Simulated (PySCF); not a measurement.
Gas-phase reaction: 4 HCl + 4 GaH → 2 GaHCl₂ + Ga₂H₆

Energies from PySCF, thermal terms from the rigid-rotor harmonic-oscillator model, ideal gas at 1 bar. † marks an energy on the PBE0/def2-TZVP geometry and frequencies; other levels use their own. CCSD(T) freezes the core. 6-31G* has spherical d functions here. All species are closed-shell singlets. B3LYP is the form with VWN-RPA correlation. Ga: all electrons, no relativistic terms. GaH, GaHCl₂, Ga₂H₆: computed as isolated molecules; such fragments, hydroxides, amides, oligomers or adducts are transient or little studied in the gas. CCSD(T) isn't extrapolated to the basis-set limit; its ΔH°(298 K) is -858.2 kJ in def2-SVP and -879.5 kJ in def2-TZVPP. The harmonic model lacks anharmonicity and excited electronic states, which grow with temperature; levels with a mode under 35 cm⁻¹ are left out.

| level | ΔE electronic, kJ | ΔH°(298 K), kJ | ΔS°(298 K), J/K | ΔG°(1600 K), kJ |
|---|---|---|---|---|
| B3LYP/6-31G* | -790 | -764 | -645 | 242 |
| B3LYP/def2-TZVP† | -786 | -758 | -649 | 256 |
| CCSD(T)/def2-SVP† | -886 | -858 | -649 | 155 |
| CCSD(T)/def2-TZVPP† | -907 | -880 | -649 | 134 |
| HF/def2-TZVP† | -822 | -794 | -649 | 220 |
| M06-2X/def2-TZVP† | -923 | -895 | -649 | 118 |
ΔH° is lowest at M06-2X/def2-TZVP† and highest at B3LYP/def2-TZVP†. No reference value is set beside these.
